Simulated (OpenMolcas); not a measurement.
Cr2+ among 6 point charges of -1 e arranged as an octahedron (Oh), 2.16 Å from the ion.
```
   2.1600    0.0000    0.0000  -1.00
   0.0000    2.1600    0.0000  -1.00
  -2.1600    0.0000    0.0000  -1.00
   0.0000   -2.1600    0.0000  -1.00
   0.0000    0.0000    2.1600  -1.00
   0.0000    0.0000   -2.1600  -1.00
```

```json
{
  "Program": "OpenMolcas",
  "Method": "CASSCF",
  "Basis": "ANO-RCC-VDZP [5s4p2d1f]",
  "Scalar Hamiltonian": "DKH2, point nucleus",
  "Active space": "4 electrons in 5 orbitals (3d)",
  "State averaging": "2S+1 = 5 even, 5 roots; 2S+1 = 3 even, 45 roots; 2S+1 = 1 even, 50 roots",
  "Spin-orbit coupling": "RASSI with atomic mean-field integrals over the reference wave functions"
}
```

(1) What is the spin-free ground state (labels of O, the rotations of Oh)?

(2) Where is the first state of the same spin?

(3) What are the lowest two levels with spin-orbit coupling?

(4) What is χT at 300 K, and how does it compare with the textbook value?

## Answers

(1) 5E, 2-fold in its orbital part, 100 % from free-ion D terms; it has the highest spin that d4 allows.

(2) 5T2 at 2690 cm-1 above the ground state.

(3) A 1-fold level A1, then a 3-fold level T1 12.7 cm-1 above it. Their leading multiplicities are 5 (100 %) and 5 (100 %).

(4) The lowest level has 2S+1 = 5, for which the spin-only value is χT = S(S+1) / 2 = 3.000 cm3 K/mol (g = 2). The computed 2.832 at 300 K differs by -0.168, through orbital momentum, spin-orbit coupling and any other state in reach.

An orbital doublet at a regular site is open to a Jahn-Teller distortion, which this geometry leaves out. Without dynamic correlation the repulsion within the d shell is too large (B by tens of per cent), so at a given field states of lower spin stand too high. The ground term spreads over less than 5000 cm-1, several times less than with real ligands, so orbital moments are less quenched and χT lies further from the spin-only value than at real sites. This is an electrostatic model: the charges have no orbitals. No measured value stands beside these numbers.
